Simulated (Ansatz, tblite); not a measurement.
Forces on the cluster ZrAg4⁺ at its r2SCAN-D4/def2-SVP geometry. The state is a doublet with charge 1.

In the def2 sets Ag, Zr take a core potential; there is no spin–orbit coupling. The xTB rows come from tblite. Another isomer (doublet) lies 0.29 eV lower at PBE0-D4/def2-TZVP; other spin states weren't run for this one.

GFN1-xTB (tblite), largest force 0.91 eV/Å:

```xyz
5
positions Å, forces eV/Å
Zr    0.373    0.267    1.276   -0.246   -0.175   -0.857
Ag   -0.388   -0.271   -1.340   -0.078   -0.059   -0.252
Ag   -2.186    0.811    0.493   -0.020    0.127    0.395
Ag    1.694    1.491   -0.781    0.207    0.166    0.330
Ag    0.508   -2.298    0.352    0.137   -0.059    0.384
```

GFN2-xTB (tblite), largest force 2.35 eV/Å:

```
Zr 0.643 0.455 2.219
Ag -0.368 -0.251 -1.306
Ag -1.196 0.352 -0.066
Ag 0.748 0.678 -0.716
Ag 0.172 -1.234 -0.130
```

PBE-D4/def2-TZVP (Ansatz), largest force 0.19 eV/Å:

```
Zr 0.008 0.005 0.023
Ag -0.054 -0.039 -0.179
Ag -0.064 0.041 0.068
Ag 0.076 0.065 0.025
Ag 0.034 -0.072 0.063
```
